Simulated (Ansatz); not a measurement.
Compare A (`B[SiH2]COC`) with its isomer B (`BC(O)[SiH2]C`).

Program: Ansatz. Geometries: PBE0-D4/def2-TZVP. ΔE: electronic, gas phase. CBS: MP2 limit from def2 TZ/QZ plus the TZ coupled-cluster correction, frozen cores. DFT in def2-TZVPP. B3LYP here is the variant with VWN-RPA as its local correlation; programs differ in this. Each species was taken in one conformer, which may not be the lowest.

A:

Z-matrix (Å, degrees):
```
Si
C 1 1.891
B 1 2.010 2 112.9
H 1 1.492 2 109.5 3 121.2
H 1 1.493 2 109.5 3 -121.1
O 2 1.406 1 110.0 3 180.0
H 2 1.103 1 109.4 3 57.9
H 2 1.103 1 109.4 3 -57.9
H 3 1.197 1 123.5 2 -0.1
H 3 1.197 1 119.6 2 179.9
C 6 1.401 2 112.6 1 -180.0
H 11 1.099 6 111.4 2 60.5
H 11 1.099 6 111.4 2 -60.5
H 11 1.091 6 107.7 2 -180.0
```

B:

```xyz
14

B    -1.4698    1.0187   -0.1478
C    -0.0230    1.3171    0.1950
O     0.8041    1.7743   -0.8598
Si    0.5522   -0.4568    0.7325
C     0.1429   -1.7767   -0.5218
H    -1.8394    0.9175   -1.2798
H    -2.2175    0.7717    0.7560
H     0.0987    1.8973    1.1227
H     1.7180    1.7726   -0.5613
H     2.0336   -0.2993    0.8364
H     0.0168   -0.7904    2.0792
H     0.4637   -1.4612   -1.5171
H    -0.9312   -1.9721   -0.5563
H     0.6510   -2.7125   -0.2780
```

Q: Which is lower in electronic energy at CCSD(T)/CBS, and by how much? (Estimate.)

A: The calculation gave: B, by 126.2 kJ/mol.

Q: Give E(B) − E(A) in kJ/mol with r2SCAN-D4, HF/def2-TZVPP, B2PLYP, CCSD(T)/def2-TZVPP, PBE-D4, ωB97M-V, B3LYP. (An estimate is asked.)

A: The calculation gave: r2SCAN-D4 -132.4, HF/def2-TZVPP -96.7, B2PLYP -121.8, CCSD(T)/def2-TZVPP -122.2, PBE-D4 -129.6, ωB97M-V -132.1, B3LYP -116.1. None reverses the order clearly.

Largest T1 diagnostic: 0.012.

The D4 term adds −6.2 kJ/mol with B3LYP and −3.3 kJ/mol with PBE0; it sums over pairs of atoms, weighted by their polarisabilities, and B3LYP, whose exchange is more repulsive, gets the larger term. In def2-TZVPP, CCSD(T) changes the Hartree–Fock value by −25.4 kJ/mol (the triples alone add −4.1 kJ/mol) and MP2 by −37.6 kJ/mol.
